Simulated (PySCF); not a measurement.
The vertical singlet excitations below were computed for one of the candidates. Method: TDDFT PBE0/def2-SVPD, vertical, gas phase, core orbitals frozen in the response (PySCF). Geometries: GFN2-xTB, one conformer each.

```csv
state,λ (nm),f
S1,473.6,0.0002
S2,242.0,0.0004
S3,237.3,0.076
S4,221.2,0.033
S5,217.8,0.098
S6,215.3,0.083
S7,208.0,0.0023
S8,195.5,0.015
```

Orbital energies (eV): HOMO-3 -8.53, HOMO-2 -8.17, HOMO-1 -7.95, HOMO -6.28, LUMO -1.92, LUMO+1 0.19, LUMO+2 0.44.

Question: Which candidate is it? All have the formula C5H10SSi.
A. `C#C[SiH2]SCCC`
B. `CC#CCS[SiH2]C`
C. `C#C[SiH2]SC(C)C`
D. `C(C1C[SiH2]C1)(C)=S`

Answer: D. Its S1, at 2.62 eV, is the lowest among the candidates; the nearest of the others has S1 at 5.05 eV. S1 is HOMO→LUMO (99%). S1 has the pattern of n→π* at C=S. At the same level the other candidates give, for their lowest levels:
- `CC#CCS[SiH2]C`: 236 nm (f 0.001); 210 nm (f 0.040); 206 nm (f 0.005); 198 nm (f 0.001); 198 nm (f 0.045); T1 4.76 eV; HOMO -6.72, LUMO -0.02 eV
- `C#C[SiH2]SCCC`: 243 nm (f 0.018); 223 nm (f 0.003); 208 nm (f 0.002); 205 nm (f 0.001); 199 nm (f 0.023); T1 4.69 eV; HOMO -6.85, LUMO -0.53 eV
- `C#C[SiH2]SC(C)C`: 245 nm (f 0.012); 218 nm (f 0.006); 213 nm (f 0.002); 206 nm (f 0.005); 196 nm (f 0.013); T1 4.73 eV; HOMO -6.83, LUMO -0.53 eV

Conformer computed: `[CH3:1][C:2](=[S:3])[CH:4]1[CH2:5][SiH2:6][CH2:7]1`: C1–C2–C4–C5 -164°.
Triplets come from the Tamm–Dancoff approximation.
